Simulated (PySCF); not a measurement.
Work out the structure from these simulated measurements.

Formula: C4H12O4Si.

* NMR, other nuclei: isotropic shieldings of nuclei other than C and H, by class: 319 (4 O), 438 (1 Si) ppm [GIAO PBE0/pcSseg-1]
* Dipole: 0.08 D [PBE0/pcSseg-1]
* 1H NMR: chemical shifts (computed TMS as zero) by class: 3.79 (12 H) ppm [GIAO PBE0/pcSseg-1]
* Rotational structure: rotational constants A, B, C: 1.184, 1.172, 1.144 GHz [GFN2-xTB]
* 13C NMR: chemical shifts (computed TMS as zero) by class: 53.8 (4 C) ppm [GIAO PBE0/pcSseg-1]

Electronic properties: PySCF, gas phase, density fitting. Levels stand in brackets. The structure is a single GFN2-xTB conformer in the gas phase; no vibrational or solvent corrections. NMR values are class means; diastereotopic atoms form classes of their own.

**Question.** What is the compound? Reason from the data.

**Answer.** Numbering: `[CH3:1][O:2][Si:3]([O:4][CH3:5])([O:6][CH3:7])[O:8][CH3:9]`. Its formula, C4H12O4Si, gives 0 degrees of unsaturation, so no ring and no π bond. 4 carbons fall into 1 class: methoxy carbon [C1/C5/C7/C9] (53.8 ppm, 4 C). All hydrogens form one class (3.79 ppm): methyl hydrogen. The other shieldings belong to: 319 ppm, silyl ether oxygen [O2/O4/O6/O8]; 438 ppm, oxygen-bound silicon [Si3]. By its constants the optimised geometry is a nearly oblate symmetric top. Structure: tetramethoxysilane, `CO[Si](OC)(OC)OC`. The assignments are read from this structure; whether some other isomer fits the data as well wasn't checked.

Shape of the structure used: `[CH3:1][O:2][Si:3]([O:4][CH3:5])([O:6][CH3:7])[O:8][CH3:9]`: C1–O2–Si3–O4 46°, O2–Si3–O4–C5 -169°, O2–Si3–O6–C7 -44°, O2–Si3–O8–C9 -71°.
